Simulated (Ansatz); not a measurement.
Input for Ansatz (development build ahead of 0.2.0):

```yaml
crystal:
  periodic: [false, false, false]
  atoms:
    - { symbol: S, position_ang: [-0.00361, 0.00845, 0.00395] }
    - { symbol: F, position_ang: [1.58458, 0.0059, 0.00706] }
    - { symbol: F, position_ang: [-1.57367, -0.00715, -0.00037] }
    - { symbol: F, position_ang: [0.00909, 1.5808, -0.00417] }
    - { symbol: F, position_ang: [0.00124, -1.5876, -0.00708] }
    - { symbol: F, position_ang: [-0.00378, 0.00701, 1.57461] }
    - { symbol: F, position_ang: [-0.00325, -0.00926, -1.57872] }
basis:
  gaussian: { orbitals: STO-3G }
hamiltonian:
  xc: hf
correlation:
  method: mp2
  frozen_orbitals: { F: 1, S: 5 }
```

The input is written out in the form of the current development build from the run's settings.

The run gave:

* Converged: yes
* Reference energy: -980.91160 hartree
* Correlation energy: -0.13506 hartree
* Total energy: -981.04666 hartree
* Spin squared of the determinant: 0.000
